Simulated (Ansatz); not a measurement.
`N=C(O)[SiH3]` → `NC1O[SiH2]1`  (isomerisation)

Program: Ansatz. Geometries: PBE0-D4/def2-TZVP. ΔE: electronic, gas phase. CCSD(T)/CBS adds triple-zeta CCSD(T) − MP2 to the extrapolated MP2 energy (def2 sets, frozen cores). DFT in def2-TZVPP. HSE06 is defined as in plane-wave codes. Each species was taken in one conformer, which may not be the lowest.

`N=C(O)[SiH3]`:

Cartesian coordinates in Å:
```
N 1.185 -1.120 -0.549
C 0.194 -0.636 0.071
O -0.512 -1.421 0.907
Si -0.481 1.139 -0.017
H 1.632 -0.431 -1.146
H -0.096 -2.298 0.883
H 0.396 1.883 -0.956
H -1.876 1.123 -0.520
H -0.440 1.761 1.328
```

`NC1O[SiH2]1`:

Z-matrix (Å, degrees):
```
C
O 1 1.516
Si 1 1.812 2 58.8
N 1 1.399 2 117.7 3 -117.7
H 1 1.088 2 108.6 3 113.7
H 3 1.481 1 123.8 2 101.5
H 3 1.483 1 120.6 2 -102.0
H 4 1.013 1 112.6 2 -68.1
H 4 1.010 1 113.9 2 57.3
```

(1) Is it downhill or uphill in electronic energy at CCSD(T)/CBS, and by how much? (Estimate.)

(2) What do these levels give: LDA (SPW92), B97M-V, ωB97X-V, ωB97M-V, B2PLYP, PBE-QIDH, revPBE, HSE06, BHLYP, LC-ωPBE, RPA@PBE/def2-TZVPP, MP2/def2-TZVPP? (Best estimate.)

Largest T1 diagnostic among the species: 0.014.

Results:

(1) Computed: Uphill: ΔE = +15.8 kJ/mol.

(2) Computed: LDA (SPW92) 3.5, B97M-V 13.3, ωB97X-V 15.8, ωB97M-V 16.7, B2PLYP 20.5, PBE-QIDH 10.6, revPBE 19.9, HSE06 13.6, BHLYP 24.6, LC-ωPBE 7.3, RPA@PBE/def2-TZVPP 22.8, MP2/def2-TZVPP 10.6 kJ/mol.

At CCSD(T), def2-SVP lies +32.2 kJ/mol from the extrapolated value and def2-TZVPP +5.2 kJ/mol. From BLYP to BHLYP (50 % exact exchange), in def2-TZVPP and without D4, ΔE moves by −3.3 kJ/mol. In def2-TZVPP, CCSD(T) changes the Hartree–Fock value by −22.4 kJ/mol (the triples alone add −0.5 kJ/mol) and MP2 by −32.9 kJ/mol.
